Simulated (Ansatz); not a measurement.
`OB1N[SiH2]1` + H₂Te → `[TeH]B1N[SiH2]1` + H₂O at 500 K and 1 bar (ligand exchange at a B–O bond).

Computed with Ansatz on PBE0-D4/def2-TZVP structures; ΔE is electronic, products minus reactants. CCSD(T)/CBS is the MP2 limit (def2-TZVPP, def2-QZVPP) plus CCSD(T) − MP2 in def2-TZVPP, frozen cores. This one scheme is used for every species. def2 core potentials past Kr. For Te outer-core shells are correlated without core-valence functions, which leaves a few kJ/mol of doubt a bond. Each species was taken in one conformer, which may not be the lowest.

```json
{"species": "`OB1N[SiH2]1`", "CCSD(T)/CBS energy (Eh)": "-446.20480", "H − E (kJ/mol)": "169.9", "S (J/(mol·K))": "343.2"}
{"species": "H₂Te", "CCSD(T)/CBS energy (Eh)": "-268.91024", "H − E (kJ/mol)": "48.9", "S (J/(mol·K))": "247.6"}
{"species": "`[TeH]B1N[SiH2]1`", "CCSD(T)/CBS energy (Eh)": "-638.72259", "H − E (kJ/mol)": "155.0", "S (J/(mol·K))": "388.0"}
{"species": "H₂O", "CCSD(T)/CBS energy (Eh)": "-76.37941", "H − E (kJ/mol)": "73.2", "S (J/(mol·K))": "206.3"}
```

H − E and S are ideal-gas, rigid-rotor, harmonic terms from PBE0-D4/def2-TZVP, for one conformer and one mirror image of each species. 1 Eh = 2625.50 kJ/mol, R = 8.31446 J/(mol·K).

Question: By hand: ΔE, ΔH, ΔS and ΔG.

Answer: ΔE = (-638.72259) + (-76.37941) − (-446.20480) − (-268.91024) = 0.01304 Eh = 34.2 kJ/mol. Δ(H − E) = 155.0 + 73.2 − 169.9 − 48.9 = 9.4, so ΔH = 43.6 kJ/mol. ΔS = 388.0 + 206.3 − 343.2 − 247.6 = 3.5 J/(mol·K). ΔG = 43.6 − 500 × (3.5)/1000 = 41.9 kJ/mol.

Question: By hand: the equilibrium constant, and the temperature at which ΔG would vanish if ΔH and ΔS stayed fixed.

Answer: log₁₀ K = −ΔG/(RT ln 10) = -4.4. ΔG = 0 at ΔH/ΔS = 12457 K, far beyond where these terms or the molecules hold.

The number of gas molecules stays the same, so ΔS is small and ΔH decides. A doubt of 5 kJ/mol in ΔE shifts log₁₀ K by 0.5 here. Other conformers and mirror images would add mixing entropy, several J/(mol·K) or more a flexible species. These are equilibria of isolated gas molecules and say nothing of rates. Largest T1 diagnostic: 0.013 (customary marks: 0.02 for closed shells, 0.045 for open ones).
